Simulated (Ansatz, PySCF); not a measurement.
This PySCF input computes a r2SCAN/def2-TZVPD energy:

```python
from pyscf import gto, scf, dft

mol = gto.M(
    atom='''
    C     2.32159805   -0.03454070    0.09807729
    C     0.87362293   -0.46216527   -0.15040261
    C    -0.11241875    0.71583203   -0.32038721
    C    -1.59310634    0.40387410   -0.46147169
    F    -1.88155553   -0.46186922    0.75918982
    H     2.70238919    0.56737784   -0.73486268
    H     2.39299036    0.58355098    0.99900753
    H     3.00061371   -0.88610845    0.22752331
    H     0.51747517   -1.07625004    0.68078989
    H     0.82192335   -1.09160588   -1.04713097
    H     0.04589195    1.39775941    0.53208259
    H     0.17414098    1.28689817   -1.21800702
    H    -1.65960015   -0.36279991   -1.26700568
    ''',
    basis='def2-tzvpd',
    charge=-1,
    spin=0,
    verbose=4,
)

mf = dft.RKS(mol, xc='r2scan').density_fit(auxbasis='def2-universal-jkfit')
mf.grids.level = 4
mf.conv_tol = 1e-9
mf.max_cycle = 100
mf.max_memory = 1500
mf.kernel()
if not mf.converged:
    mf = mf.newton()
    mf.kernel(mf.make_rdm1())
mf.analyze()
```

### Question
Write an input for the same energy in Ansatz (a quantum-chemistry and plane-wave program) and say what it gives.

### Answer

Ansatz 0.2 input:
```yaml
crystal:
  periodic: [false, false, false]
  atoms:
    - {symbol: C, position_ang: [2.32159805, -0.03454070, 0.09807729]}
    - {symbol: C, position_ang: [0.87362293, -0.46216527, -0.15040261]}
    - {symbol: C, position_ang: [-0.11241875, 0.71583203, -0.32038721]}
    - {symbol: C, position_ang: [-1.59310634, 0.40387410, -0.46147169]}
    - {symbol: F, position_ang: [-1.88155553, -0.46186922, 0.75918982]}
    - {symbol: H, position_ang: [2.70238919, 0.56737784, -0.73486268]}
    - {symbol: H, position_ang: [2.39299036, 0.58355098, 0.99900753]}
    - {symbol: H, position_ang: [3.00061371, -0.88610845, 0.22752331]}
    - {symbol: H, position_ang: [0.51747517, -1.07625004, 0.68078989]}
    - {symbol: H, position_ang: [0.82192335, -1.09160588, -1.04713097]}
    - {symbol: H, position_ang: [0.04589195, 1.39775941, 0.53208259]}
    - {symbol: H, position_ang: [0.17414098, 1.28689817, -1.21800702]}
    - {symbol: H, position_ang: [-1.65960015, -0.36279991, -1.26700568]}
basis:
  gaussian:
    orbitals: def2-TZVPD
hamiltonian:
  xc: {name: r2SCAN}
total_charge: -1
output: {forces: true}
```
It gives -256.97942 Eh, and PySCF -256.97952 Eh, a difference of 0.10 mEh, from the treatment of integrals and grids.

It need not be the lowest isomer of its formula. Whether it binds its extra electron was not tested at this geometry.
